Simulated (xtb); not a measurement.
F2O2W, triplet, geometry from GFN2-xTB (such geometries of metal compounds can be far from the true shape) (the multiplicity is a formal guess), atoms displaced at random by about 0.06 Å a coordinate; GFN2-xTB (xtb).

Input for xtb:
```
$ xtb mol.xyz --gfn 2 --chrg 0 --uhf 2 --ohess --json

# file mol.xyz
5

W      0.05883736     0.02905891     0.00680190
O      1.26955972    -0.80548399    -0.89413614
O      0.66695832     0.31646729     1.59273269
F     -1.27684591     1.38877208    -0.05255998
F     -1.34634891    -0.79783225    -0.79293907
```

What the program printed (banner, timings and long lists left out):

```
   ID    Z sym.   atoms
    1   74 W      1
    2    8 O      2, 3
    3    9 F      4, 5

           -------------------------------------------------
          |                Calculation Setup                |
           -------------------------------------------------

           -------------------------------------------------
          |                 G F N 2 - x T B                 |
           -------------------------------------------------

          ...................................................
          :                      SETUP                      :
          :.................................................:
          :  # basis functions                  26          :
          :  # atomic orbitals                  25          :
          :  # shells                           11          :
          :  # electrons                        32          :
          :  max. iterations                   250          :
          :  Hamiltonian                  GFN2-xTB          :
          :  restarted?                      false          :
          :  GBSA solvation                  false          :
          :  PC potential                    false          :
          :  electronic temp.          300.0000000     K    :
          :  accuracy                    1.0000000          :
          :  -> integral cutoff          0.2500000E+02      :
          :  -> integral neglect         0.1000000E-07      :
          :  -> SCF convergence          0.1000000E-05 Eh   :
          :  -> wf. convergence          0.1000000E-03 e    :
          :  Broyden damping             0.4000000          :
          :  net charge                          0          :
          :  unpaired electrons                  2          :
          ...................................................

 iter      E             dE          RMSdq      gap      omega  full diag
   1     -8.4968669 -0.849687E+01  0.343E+01    1.62       0.0  T
   2    -14.4854986 -0.598863E+01  0.319E+01    3.60       1.0  T
   3    -17.3244621 -0.283896E+01  0.306E+01    1.52       1.0  T
   4    -17.4642820 -0.139820E+00  0.253E+01    0.60       1.0  T
   5    -16.9214919  0.542790E+00  0.289E+01    1.66       1.0  T
   6    -18.1616153 -0.124012E+01  0.168E+01    0.44       1.0  T
   7    -19.5019031 -0.134029E+01  0.149E+01    1.65       1.0  T
   8    -19.5507642 -0.488611E-01  0.123E+01    1.73       1.0  T
   9    -19.5794866 -0.287224E-01  0.100E+01    1.77       1.0  T
  10    -19.9616338 -0.382147E+00  0.851E+00    2.23       1.0  T
  11    -18.8377011  0.112393E+01  0.217E+01    1.21       1.0  T
  12    -18.2272499  0.610451E+00  0.322E+01    1.52       1.0  T
  13    -18.8205148 -0.593265E+00  0.283E+01    1.28       1.0  T
  14    -19.8210346 -0.100052E+01  0.154E+01    1.96       1.0  T
  15    -19.5035334  0.317501E+00  0.195E+01    1.81       1.0  T
  16    -19.6015561 -0.980227E-01  0.187E+01    1.84       1.0  T
  17    -20.0519614 -0.450405E+00  0.499E+00    2.25       1.0  T
  18    -19.9990503  0.529111E-01  0.661E+00    2.51       1.0  T
  19    -19.9414560  0.575943E-01  0.817E+00    2.61       1.0  T
  20    -19.9093034  0.321525E-01  0.864E+00    2.66       1.0  T
  21    -20.0630179 -0.153714E+00  0.417E+00    2.32       1.0  T
  22    -20.0817941 -0.187762E-01  0.693E-01    2.48       1.0  T
  23    -20.0793642  0.242992E-02  0.133E+00    2.37       1.0  T
  24    -20.0817927 -0.242853E-02  0.765E-01    2.42       1.0  T
  25    -20.0818102 -0.174775E-04  0.500E-01    2.44       1.0  T
  26    -20.0821808 -0.370636E-03  0.403E-01    2.44       1.0  T
  27    -20.0818750  0.305813E-03  0.560E-01    2.43       1.0  T
  28    -20.0825519 -0.676877E-03  0.180E-01    2.45       1.0  T
  29    -20.0825708 -0.189849E-04  0.171E-01    2.45       1.0  T
  30    -20.0826026 -0.317909E-04  0.158E-01    2.45       1.0  T
  31    -20.0826157 -0.130397E-04  0.150E-01    2.44       1.0  T
  32    -20.0826441 -0.284319E-04  0.129E-01    2.44       1.0  T
  33    -20.0826663 -0.221510E-04  0.113E-01    2.44       1.0  T
  34    -20.0826869 -0.206022E-04  0.667E-02    2.44       1.0  T
  35    -20.0826950 -0.815935E-05  0.300E-02    2.44       1.5  T
  36    -20.0826972 -0.213603E-05  0.731E-03    2.44       6.1  T
  37    -20.0826972 -0.538500E-07  0.397E-03    2.44      11.3  T
  38    -20.0826972 -0.227822E-07  0.161E-03    2.44      27.7  T
  39    -20.0826972 -0.542629E-08  0.897E-04    2.44      49.9  T
  40    -20.0826972 -0.106285E-08  0.277E-04    2.44     161.5  T

   *** convergence criteria satisfied after 40 iterations ***

 transition dipole moment (au) for excitation:          16          17
     X       Y       Z
   0.0105   0.0190  -0.0131  total (au/Debye):    0.025   0.065
 dE (eV)             :    3.284
 oscillator strength :  0.73309E-04

         :::::::::::::::::::::::::::::::::::::::::::::::::::::
         ::                     SUMMARY                     ::
         :::::::::::::::::::::::::::::::::::::::::::::::::::::
         :: total energy             -20.043033211357 Eh    ::
         :: gradient norm              0.025263176544 Eh/a0 ::
         :: HOMO-LUMO gap              2.441317036146 eV    ::
         ::.................................................::
         :: SCC energy               -20.082696847147 Eh    ::
         :: -> isotropic ES           -0.049923645871 Eh    ::
         :: -> anisotropic ES         -0.000776421314 Eh    ::
         :: -> anisotropic XC         -0.001522656837 Eh    ::
         :: -> dispersion             -0.002775289692 Eh    ::
         :: repulsion energy           0.039663635790 Eh    ::
         :: add. restraining           0.000000000000 Eh    ::
         :: total charge              -0.000000000000 e     ::
         :::::::::::::::::::::::::::::::::::::::::::::::::::::

      -----------------------------------------------------------
     |                   =====================                   |
[...]
 * total energy  :   -20.0430332 Eh     change       -0.2007710E-09 Eh
 * total energy  :   -20.0446710 Eh     change       -0.1637747E-02 Eh
 * total energy  :   -20.0452019 Eh     change       -0.5309607E-03 Eh
 * total energy  :   -20.0453304 Eh     change       -0.1285057E-03 Eh
 * total energy  :   -20.0453607 Eh     change       -0.3022925E-04 Eh
 * total energy  :   -20.0453713 Eh     change       -0.1067354E-04 Eh
 * total energy  :   -20.0453738 Eh     change       -0.2506676E-05 Eh
   *** GEOMETRY OPTIMIZATION CONVERGED AFTER 7 ITERATIONS ***
         :: total energy             -20.045373834371 Eh    ::
[...]
     1  74 W    5.563 --     2 O    1.782     3 O    1.778     5 F    1.002
                             4 F    1.001
     2   8 O    2.284 --     1 W    1.782     3 O    0.333
     3   8 O    2.280 --     1 W    1.778     2 O    0.333
     4   9 F    1.226 --     1 W    1.001
     5   9 F    1.225 --     1 W    1.002
 ---------------------------------------------------------------------------

Topologies differ in total number of bonds
Writing topology from bond orders to xtbtopo.mol

molecular dipole:
                 x           y           z       tot (Debye)
 q only:        0.365      -0.088       0.132
   full:       -0.022      -0.003      -0.005       0.059
molecular quadrupole (traceless):
                xx          xy          yy          xz          yz          zz
 q only:       -1.625       1.995       1.537      -1.605      -3.336       0.088
  q+dip:       -1.568       2.015       1.291      -1.731      -3.516       0.277
   full:       -1.081       1.869       1.084      -1.440      -3.597      -0.003

           -------------------------------------------------
          |               Frequency Printout                |
           -------------------------------------------------
 projected vibrational frequencies (cm⁻¹)
eigval :       -0.00    -0.00    -0.00     0.00     0.00     0.00
eigval :       79.79   103.89   142.89   214.42   290.74   365.15
eigval :      428.73   663.83   692.93
 reduced masses (amu)
   1: 19.35   2: 45.02   3:101.38   4:108.53   5:124.47   6: 71.55   7: 55.38   8: 21.06
   9: 43.81  10: 37.61  11: 20.07  12: 25.36  13: 30.93  14: 33.17  15: 23.82
 IR intensities (km·mol⁻¹)
   1:  0.00   2:  0.00   3:  0.00   4:  0.00   5:  0.00   6:  0.00   7: 10.08   8: 11.76
   9: 12.52  10: 32.21  11:  2.69  12: 36.58  13: 19.91  14:  0.82  15:  8.96
 Raman intensities (Ä⁴*amu⁻¹)
   1:  0.00   2:  0.00   3:  0.00   4:  0.00   5:  0.00   6:  0.00   7:  0.00   8:  0.00
   9:  0.00  10:  0.00  11:  0.00  12:  0.00  13:  0.00  14:  0.00  15:  0.00
Refinement of some symmetry elements was terminated before convergence was reached.
Some symmetry elements may remain unidentified.
Molecule has the following symmetry elements: (C2)
It seems to be the C2 point group
 output can be read by thermo (or use thermo option).
 writing <g98.out> molden fake output.
 recommended (thermochemical) frequency scaling factor: 1.0
           -------------------------------------------------
          |             Thermodynamic Functions             |
           -------------------------------------------------

c2  symmetry found (for desy threshold:  0.10E+00) used in thermo

          ...................................................
          :                      SETUP                      :
          :.................................................:
          :  # frequencies                           9      :
          :  # imaginary freq.                       0      :
          :  linear?                             false      :
          :  only rotor calc.                    false      :
          :  symmetry                               c2      :
          :  rotational number                       2      :
          :  scaling factor                  1.0000000      :
          :  rotor cutoff                   50.0000000 cm⁻¹ :
          :  imag. cutoff                  -20.0000000 cm⁻¹ :
          :.................................................:

    mode    ω/cm⁻¹     T·S(HO)/kcal·mol⁻¹    T·S(FR)/kcal·mol⁻¹   T·S(vib)
   ------------------------------------------------------------------------
       1     79.79    -1.16161 ( 86.64%)    -0.91769 ( 13.36%)    -1.12902
       2    103.89    -1.00776 ( 94.91%)    -0.83960 (  5.09%)    -0.99920
       3    142.89    -0.82433 ( 98.52%)    -0.74525 (  1.48%)    -0.82316
       4    214.42    -0.59800 ( 99.71%)    -0.62509 (  0.29%)    -0.59808
       5    290.74    -0.43818 ( 99.91%)    -0.53493 (  0.09%)    -0.43826
   ------------------------------------------------------------------------

   temp. (K)  partition function   enthalpy   heat capacity  entropy
                                   cal/mol     cal/K/mol   cal/K/mol   J/K/mol
 298.15  VIB   48.9                 2509.010     13.829     16.005
         ROT  0.682E+05              888.752      2.981     25.100
         INT  0.334E+07             3397.763     16.810     41.106
         TR   0.391E+28             1481.254      4.968     42.475
         TOT                        4879.0167    21.7783    83.5810   349.7029

       T/K    H(0)-H(T)+PV         H(T)/Eh          T*S/Eh         G(T)/Eh
   ------------------------------------------------------------------------
    298.15    0.777521E-02    0.145695E-01    0.397120E-01   -0.251425E-01
   ------------------------------------------------------------------------

         :::::::::::::::::::::::::::::::::::::::::::::::::::::
         ::                  THERMODYNAMIC                  ::
         :::::::::::::::::::::::::::::::::::::::::::::::::::::
         :: total free energy         -20.070516321450 Eh   ::
         ::.................................................::
         :: total energy              -20.045373834365 Eh   ::
         :: zero point energy           0.006794329230 Eh   ::
         :: G(RRHO) w/o ZPVE           -0.031936816314 Eh   ::
         :: G(RRHO) contrib.           -0.025142487085 Eh   ::
         :::::::::::::::::::::::::::::::::::::::::::::::::::::

optimized geometry written to: xtbopt.xyz

           -------------------------------------------------
          | TOTAL ENERGY              -20.045373834365 Eh   |
          | TOTAL ENTHALPY            -20.030804297158 Eh   |
          | TOTAL FREE ENERGY         -20.070516321450 Eh   |
          | GRADIENT NORM               0.000350387575 Eh/α |
          | HOMO-LUMO GAP               2.353636584830 eV   |
           -------------------------------------------------

normal termination of xtb
```
